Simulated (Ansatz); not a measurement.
C4HCl2F, SMILES C#CC(F)=C(Cl)Cl.

Geometry: ωB97X-D3(BJ)/def2-SVP. This is a generated structure with no PubChem entry under its InChIKey; it may be hypothetical.

Two levels are set side by side: PBE/def2-SVPD (Ansatz, a program for electronic structure) and PBE0/def2-SVPD (Ansatz). Energy differences of separate SCF runs at the same geometry; the states with an electron removed or added have multiplicity 2 and 2. Differences are taken from unrounded values.

```
quantity                           PBE0   PBE  PBE minus PBE0
---------------------------------  ----  ----  --------------
vertical ionisation energy (eV)    9.19  8.92           -0.26
vertical singlet–triplet gap (eV)  3.11  3.09           -0.01
```
